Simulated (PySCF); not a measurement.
One of the candidates below gave these computed data.

All candidates are C4H6OSSi.

- UV, first state: lowest singlet excitation: 5.08 eV (244 nm, f = 0.002) [TDDFT CAM-B3LYP/def2-SVPD]
- 13C NMR: chemical shifts (computed TMS as zero) by class: 152.2 (1 C), 146.6 (1 C), 120.1 (1 C), 113.1 (1 C) ppm [GIAO PBE0/pcSseg-1]
- UV, strongest line: among the 8 lowest singlet transitions: S2 at 5.43 eV (228 nm, f = 0.287) [TDDFT CAM-B3LYP/def2-SVPD]
- Polarisability: 94.9 au [CAM-B3LYP/def2-SVPD]
- Rotational structure: rotational constants A, B, C: 4.249, 1.310, 1.013 GHz [GFN2-xTB]
- NMR, other nuclei: isotropic shieldings of nuclei other than C and H, by class: 29 (1 O), 410 (1 Si), 627 (1 S) ppm [GIAO PBE0/pcSseg-1]

The electronic properties come from PySCF, for the isolated species, density fitting. Levels stand in brackets. The structure is a single GFN2-xTB conformer in the gas phase; no vibrational or solvent corrections. NMR classes are plain means over equivalent atoms (diastereotopic ones count apart unless rotation or inversion swaps them), as if these changed places fast.

Problem. Which candidate is it?
A. `[SiH3]Sc1ccco1`
B. `[SiH3]Oc1ccsc1`
C. `[SiH3]Oc1cccs1`

Solution. A. It is `[SiH3]Sc1ccco1`. Numbering: `[SiH3:1][S:2][c:3]1[cH:4][cH:5][cH:6][o:7]1`. Its formula, C4H6OSSi, gives 3 degrees of unsaturation: 1 ring and 2 π bonds in the structure found (Kekulé form). 4 carbons fall into 4 classes; from least to most shielded: substituted aromatic carbon [C3] (152.2 ppm), aromatic CH next to a ring oxygen [C6] (146.6 ppm), aromatic CH carbon [C5] (120.1 ppm), aromatic CH carbon [C4] (113.1 ppm). The other shieldings belong to: 29 ppm, furan-type oxygen [O7]; 410 ppm, SiH3 silicon [Si1]; 627 ppm, sulfur bonded to C and Si [S2]. The optimised geometry has point group Cs and is an asymmetric top.

The others, at the same levels:
- `[SiH3]Oc1cccs1` fails: its computed 13C shifts are 169.1 (1 C), 130.3 (1 C), 118.5 (1 C), 112.2 (1 C) ppm and rotational constant A is 4.813 GHz (against 4.249 GHz).
- `[SiH3]Oc1ccsc1` fails: its computed 13C shifts are 160.0 (1 C), 133.3 (1 C), 126.9 (1 C), 106.8 (1 C) ppm, rotational constant A is 5.509 GHz (against 4.249 GHz) and smallest rotational constant is 0.859 GHz (against 1.013 GHz).

Each candidate is one conformer, not necessarily the lowest. Dipoles, sizes and rotational constants follow the conformer. The torsions of the flexible species, by atom-mapped SMILES:
- `[SiH3:1][S:2][c:3]1[cH:4][cH:5][cH:6][o:7]1`: Si1–S2–C3–C4 -179°
- `[SiH3:1][O:2][c:3]1[cH:4][cH:5][cH:6][s:7]1`: Si1–O2–C3–C4 -174°
- `[SiH3:1][O:2][c:3]1[cH:4][cH:5][s:6][cH:7]1`: Si1–O2–C3–C4 180°
